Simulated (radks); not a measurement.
The numbers below are computed, except where a source is named.
Task: Ionisation ladder of thulium, from Tm to Tm5+. Each ion is in the ground configuration listed by NIST, and IE = E(next ion) - E(this ion). Code: a radial shooting solver on a logarithmic mesh with Libxc functionals. Model: scalar-relativistic Kohn-Sham, PBE, spin-unpolarised, spherical densities, finite nucleus; Fermi nuclear charge, rms radius 5.2256 fm.

| species | configuration | IE, Delta-SCF (eV) | -e(HOMO) (eV) | HOMO |
|---|---|---|---|---|
| Tm | [Xe] 4f13 6s2 | 6.456 | 3.098 | 4f |
| Tm+ | [Xe] 4f13 6s1 | ? | 9.165 | 6s |
| Tm2+ | [Xe] 4f13 | ? | 17.556 | 4f |
| Tm3+ | [Xe] 4f12 | 46.061 | 35.743 | 4f |
| Tm4+ | [Xe] 4f11 | ? | 56.707 | 4f |
| Tm5+ | [Kr] 4d10 4f11 5s2 5p5 | 96.263 | 74.071 | 4f |

Estimate the withheld Delta-SCF values.

Result: Tm+: 12.097 eV (NIST 12.07); Tm2+: 26.423 eV (NIST 23.66); Tm4+: 80.301 eV.

Beside tabulated values, note that spin-unpolarised runs miss the spin-polarisation part of the exchange energy of open shells. No tabulated value is given for the 4+ ions of Nd, Pm and Eu to Yb, where it belongs to another shell than the one emptied here.
